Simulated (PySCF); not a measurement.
Species: C2H9AsSi.
Atom-mapped SMILES: `[CH3:1][CH2:2][AsH:3][SiH3:4]` (hydrogens: H5, H6, H7 on C1; H8, H9 on C2; H10 on As3; H11, H12, H13 on Si4)

Cartesian coordinates in Å at the PBE0-D3(BJ)/def2-SVP level; atoms count from 1:
```xyz
13
C2H9AsSi angstrom
C     -1.7439    0.1335   -0.4527
C     -1.0324   -0.8924    0.4128
As     0.1598   -0.0342    1.7593
Si     1.8278    0.6712    0.2332
H     -1.0368    0.7025   -1.0779
H     -2.4619   -0.3522   -1.1324
H     -2.3037    0.8622    0.1551
H     -1.7584   -1.4839    0.9925
H     -0.4522   -1.5980   -0.2001
H      0.9511   -1.2959    2.0981
H      1.4347    1.9739   -0.3864
H      2.0397   -0.3265   -0.8636
H      3.1114    0.8706    0.9718
```

Computed with PBE0-D3(BJ)/def2-SVP geometry optimisation, gas phase in PySCF.

Masses are those of the commonest isotopes; rigid-rotor values at the optimised geometry. The values belong to one conformer with, in the numbering `[CH3:1][CH2:2][AsH:3][SiH3:4]`, C1–C2–As3–Si4 -72°.

Q: Give the principal moments of inertia and the rotational constants in cm⁻¹.

A: Ia = 126.95, Ib = 202.79, Ic = 295.82 u·Å²; 505379 MHz·u·Å²/I gives 3981, 2492 and 1708 MHz, that is A = 0.13279, B = 0.08313, C = 0.05699 cm⁻¹.

Q: Classify the top.

A: An asymmetric top. Ray's parameter κ = (2B − A − C)/(A − C) = -0.310; −1 is the prolate and +1 the oblate limit.

Q: Is it planar, by Δ = Ic − Ia − Ib?

A: Not planar: Δ = Ic − Ia − Ib = -33.92 u·Å². For a rigid frame Δ = −2 Σ m c², so Σ m c² = 16.96 u·Å² lies off the ab plane: 9.92 from hydrogen and 7.04 from heavier atoms. The atom farthest from that plane is 1.59 Å away.

Q: Where do the levels up to J = 4 lie, in MHz?

A: Above 0(0,0):
J = 1: 1(0,1) 4201, 1(1,1) 5689, 1(1,0) 6473
J = 2: 2(0,2) 12364, 2(1,2) 13307, 2(1,1) 15658, 2(2,1) 20125, 2(2,0) 20362
J = 3: 3(0,3) 24131, 3(1,3) 24601, 3(1,2) 29256, 3(2,2) 32726, 3(2,1) 33798, 3(3,1) 42262, 3(3,0) 42309
J = 4: 4(0,4) 39275, 4(1,4) 39470, 4(1,3) 46994, 4(2,3) 49339, 4(2,2) 52062, 4(3,2) 59429, 4(3,1) 59742, 4(4,1) 72287, 4(4,0) 72294
The levels of one J sum to (2J + 1)J(J + 1)(A + B + C)/3.

Q: Which lines would a microwave search look for?

A: The dipole components are |μa| = 0.86 D, |μb| = 0.52 D, |μc| = 0.61 D. The squared components, which scale the intensities, stand as 1.00 : 0.37 : 0.51 (a : b : c). Some lines, for components of 0.1 D or more:

```json
{"type": "a", "branch": "Q", "J(Ka,Kc)": "1(1,0) ← 1(1,1)", "MHz": "784", "lower level (cm⁻¹)": "0.190"}
{"type": "c", "branch": "Q", "J(Ka,Kc)": "2(1,2) ← 2(0,2)", "MHz": "943", "lower level (cm⁻¹)": "0.412"}
{"type": "c", "branch": "Q", "J(Ka,Kc)": "1(1,1) ← 1(0,1)", "MHz": "1489", "lower level (cm⁻¹)": "0.140"}
{"type": "b", "branch": "Q", "J(Ka,Kc)": "1(1,0) ← 1(0,1)", "MHz": "2273", "lower level (cm⁻¹)": "0.140"}
{"type": "a", "branch": "Q", "J(Ka,Kc)": "2(1,1) ← 2(1,2)", "MHz": "2351", "lower level (cm⁻¹)": "0.444"}
{"type": "b", "branch": "Q", "J(Ka,Kc)": "2(1,1) ← 2(0,2)", "MHz": "3294", "lower level (cm⁻¹)": "0.412"}
{"type": "a", "branch": "R", "J(Ka,Kc)": "1(0,1) ← 0(0,0)", "MHz": "4201", "lower level (cm⁻¹)": "0.000"}
{"type": "c", "branch": "Q", "J(Ka,Kc)": "2(2,1) ← 2(1,1)", "MHz": "4467", "lower level (cm⁻¹)": "0.522"}
{"type": "b", "branch": "Q", "J(Ka,Kc)": "2(2,0) ← 2(1,1)", "MHz": "4704", "lower level (cm⁻¹)": "0.522"}
{"type": "b", "branch": "R", "J(Ka,Kc)": "1(1,1) ← 0(0,0)", "MHz": "5689", "lower level (cm⁻¹)": "0.000"}
{"type": "c", "branch": "R", "J(Ka,Kc)": "1(1,0) ← 0(0,0)", "MHz": "6473", "lower level (cm⁻¹)": "0.000"}
{"type": "b", "branch": "R", "J(Ka,Kc)": "2(0,2) ← 1(1,1)", "MHz": "6675", "lower level (cm⁻¹)": "0.190"}
{"type": "b", "branch": "Q", "J(Ka,Kc)": "2(2,1) ← 2(1,2)", "MHz": "6818", "lower level (cm⁻¹)": "0.444"}
{"type": "a", "branch": "R", "J(Ka,Kc)": "2(1,2) ← 1(1,1)", "MHz": "7617", "lower level (cm⁻¹)": "0.190"}
{"type": "a", "branch": "R", "J(Ka,Kc)": "2(0,2) ← 1(0,1)", "MHz": "8164", "lower level (cm⁻¹)": "0.140"}
{"type": "b", "branch": "R", "J(Ka,Kc)": "2(1,2) ← 1(0,1)", "MHz": "9106", "lower level (cm⁻¹)": "0.140"}
{"type": "a", "branch": "R", "J(Ka,Kc)": "2(1,1) ← 1(1,0)", "MHz": "9185", "lower level (cm⁻¹)": "0.216"}
{"type": "c", "branch": "R", "J(Ka,Kc)": "2(1,1) ← 1(0,1)", "MHz": "11457", "lower level (cm⁻¹)": "0.140"}
{"type": "b", "branch": "R", "J(Ka,Kc)": "2(2,1) ← 1(1,0)", "MHz": "13652", "lower level (cm⁻¹)": "0.216"}
{"type": "c", "branch": "R", "J(Ka,Kc)": "2(2,0) ← 1(1,0)", "MHz": "13889", "lower level (cm⁻¹)": "0.216"}
{"type": "c", "branch": "R", "J(Ka,Kc)": "2(2,1) ← 1(1,1)", "MHz": "14435", "lower level (cm⁻¹)": "0.190"}
{"type": "b", "branch": "R", "J(Ka,Kc)": "2(2,0) ← 1(1,1)", "MHz": "14673", "lower level (cm⁻¹)": "0.190"}
```

Q: Estimate the classical rotational partition function at 25 K, 100 K and 200 K.

A: Point group C1, symmetry number σ = 1; q = (√π/σ)·√((kT/h)³/(ABC)), k/h = 20836.6 MHz/K: 5120 at 25 K, 40900 at 100 K, 116000 at 200 K.

Not checked by PBE0-D3(BJ)/def2-SVP frequencies. Zero-point vibration and centrifugal distortion are left out. A rigid rotor knows nothing of internal rotation, which can split or shift real lines. Quadrupole hyperfine structure (75As) is left out.
